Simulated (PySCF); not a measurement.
## Converging RbS in the basis (MP2)

PySCF, UHF reference; doublet, unpaired electrons π ↑; De to Rb + S without counterpoise correction. Frozen cores follow the default of each basis and core potential.

```tsv
basis	relativity	functions	Re (Å)	ωe (cm⁻¹)	De (eV)	frozen orbitals
def2-SVP	scalar-relativistic core potentials	42	2.986	227	1.94	5
def2-SVPD	scalar-relativistic core potentials	54	3.047	206	2.34	5
x2c-TZVPPall	spin-free X2C	121	2.925	222	2.51	14
```

(1) How does each smaller set differ from the one with most functions, x2c-TZVPPall?

Correlated steps freeze the inner cores (5 to 14 orbitals); shallow outer-core shells are correlated. Correlated levels converge slowly with the basis: in double zeta they bind strong bonds too weakly, by up to about 1 eV, and carry superposition errors of some tenths. Spin–orbit coupling is left out. The state is the lowest determinant that a PBE0 search found; another state may lie lower at other levels.

Answers

(1) def2-SVP: +6.1 pm, +2.3 % in ωe, -0.57 eV in De; def2-SVPD: +12.2 pm, -7.2 % in ωe, -0.17 eV in De. All at MP2; the set with most functions is neither the basis-set limit nor always the best. The rows treat relativity differently, so the differences are not basis effects alone.
